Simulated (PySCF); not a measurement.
## Radial density of Xe⁺ (xenon, charge +1)

UHF, [Kr] 4d10 5s2 5p4 5d1, one real determinant (an excited configuration). Calculation: PySCF 2.14, in aug-cc-pwCVTZ-DK3 with one added diffuse shell each of s, p, d, f type (11s10p8d5f1g, 125 functions); the spin-free X2C one-electron Hamiltonian (Gaussian nucleus).

```json
{"r (bohr)": "0.0249", "4πr²ρ (e/bohr)": "66.60", "4πr²(ρα − ρβ)": "0.0177"}
{"r (bohr)": "0.0419", "4πr²ρ (e/bohr)": "62.61", "4πr²(ρα − ρβ)": "0.0474"}
{"r (bohr)": "0.0705", "4πr²ρ (e/bohr)": "88.14", "4πr²(ρα − ρβ)": "0.0501"}
{"r (bohr)": "0.119", "4πr²ρ (e/bohr)": "75.25", "4πr²(ρα − ρβ)": "0.0049"}
{"r (bohr)": "0.199", "4πr²ρ (e/bohr)": "72.60", "4πr²(ρα − ρβ)": "0.1196"}
{"r (bohr)": "0.335", "4πr²ρ (e/bohr)": "52.06", "4πr²(ρα − ρβ)": "0.0027"}
{"r (bohr)": "0.564", "4πr²ρ (e/bohr)": "27.20", "4πr²(ρα − ρβ)": "0.3024"}
{"r (bohr)": "0.949", "4πr²ρ (e/bohr)": "19.10", "4πr²(ρα − ρβ)": "-0.0275"}
{"r (bohr)": "1.60", "4πr²ρ (e/bohr)": "5.424", "4πr²(ρα − ρβ)": "1.2207"}
{"r (bohr)": "2.69", "4πr²ρ (e/bohr)": "2.073", "4πr²(ρα − ρβ)": "1.0089"}
{"r (bohr)": "4.52", "4πr²ρ (e/bohr)": "0.2302", "4πr²(ρα − ρβ)": "0.1896"}
{"r (bohr)": "7.60", "4πr²ρ (e/bohr)": "0.009904", "4πr²(ρα − ρβ)": "0.0099"}
{"r (bohr)": "12.8", "4πr²ρ (e/bohr)": "2.851e-05", "4πr²(ρα − ρβ)": "0.0000"}
```

Densities and radii are taken from the X2C orbitals without a picture-change correction, which distorts them close to the nucleus.

⟨L²⟩ = 8.10 against 12 for a pure F term, so this real determinant mixes terms. The outer electron is Rydberg-like, and this basis confines it to a smaller radius and binds it less than a complete one would.

Task: Where is the radial spin density 4πr²(ρα − ρβ) most negative, and why is it negative at all?

Result: Around r = 0.949 bohr, down to -0.0275 e/bohr: exchange with the open shell polarises the paired shells in an unrestricted calculation.
